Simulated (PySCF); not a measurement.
## Electron correlation in P(2+) (phosphorus, charge +2)

[Ne] 3s2 3p1, 2P determinant. Calculation: PySCF 2.14, in 6-31G*; the non-relativistic Hamiltonian (point nucleus). Frozen: [Ne]; 3 electrons correlated.

MP2 pair energies summed by pair of shells (mhartree):

```csv
pair,energy,share (%)
3s-3s,-22.80,59.0
3s-3p,-15.87,41.0
```

Total MP2 correlation energy: -38.67 mhartree.

Same-spin part -2.13 and opposite-spin part -36.53 mhartree; SCS-MP2 scales them by 1/3 and 6/5 to -44.55 mhartree.

| level | correlation energy (mhartree) |
| --- | --- |
| CCSD | -57.76 |
| (T) | -0.60 |
| CCSD(T) | -58.36 |

Diagnostics: T1 = 0.0094, D1 = 0.0209, largest double amplitude 0.111.

Cost of the coupled-cluster step: 0.11 s of wall time on 1 thread of Neoverse-N1 (shared host), for 3 correlated electrons.

Iterations:

```
CC2 = 0
CCSD nocc = (np.int64(2), np.int64(1)), nmo = (13, 13)
frozen orbitals [[0, 1, 2, 3, 4], [0, 1, 2, 3, 4]]
max_cycle = 100
direct = 0
conv_tol = 1e-08
conv_tol_normt = 1e-06
diis_space = 8
diis_start_cycle = 0
Init t2, MP2 energy = -0.0386669310491149
Init E_corr(UCCSD) = -0.0386669310491311
cycle = 1  E_corr(UCCSD) = -0.0508118473930449  dE = -0.0121449163  norm(t1,t2) = 0.0510173
cycle = 2  E_corr(UCCSD) = -0.0549893045992026  dE = -0.00417745721  norm(t1,t2) = 0.0208525
cycle = 3  E_corr(UCCSD) = -0.0577668506105524  dE = -0.00277754601  norm(t1,t2) = 0.00921459
cycle = 4  E_corr(UCCSD) = -0.0577449551965806  dE = 2.1895414e-05  norm(t1,t2) = 0.000983101
cycle = 5  E_corr(UCCSD) = -0.0577602355928643  dE = -1.52803963e-05  norm(t1,t2) = 0.00011365
cycle = 6  E_corr(UCCSD) = -0.0577549622029776  dE = 5.27338989e-06  norm(t1,t2) = 1.89577e-05
cycle = 7  E_corr(UCCSD) = -0.0577567477357166  dE = -1.78553274e-06  norm(t1,t2) = 4.82146e-06
cycle = 8  E_corr(UCCSD) = -0.057756360324692  dE = 3.87411025e-07  norm(t1,t2) = 1.113e-06
cycle = 9  E_corr(UCCSD) = -0.0577563668711863  dE = -6.54649434e-09  norm(t1,t2) = 8.78482e-08
UCCSD converged
E(UCCSD) = -339.6766304990784  E_corr = -0.0577563668711863
UCCSD(T) correction = -0.00059578515657995
```
